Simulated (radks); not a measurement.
Problem. Neutral beryllium, [He] 2s2. Method: non-relativistic Kohn-Sham, exchange-only B88, spin-polarised, spherical densities, point nucleus; computed with a radial shooting solver on a logarithmic mesh with Libxc functionals. Every spin shell is full or empty, so the densities are truly spherical. Functionals are evaluated on that one density, not self-consistently. Rank these orbital-free kinetic functionals by their error against the exact value of the orbitals, and give that value: Thomas-Fermi, von Weizsacker, TF + vW, TF + vW/9, revAPBEK, Perdew 92, Thakkar, LKT, PG1, DePristo-Kress.

Solution. Exact: 14.5664 hartree. From best to worst, with 100 (|E| - |E exact|)/|E exact| (equal figures are ties): TF + vW/9 +0.17, Perdew 92 +0.19, Thakkar +0.37, revAPBEK +0.96, DePristo-Kress -1.35, von Weizsacker -6.41, Thomas-Fermi -10.23, PG1 +46.94, LKT +54.37, TF + vW +83.36.
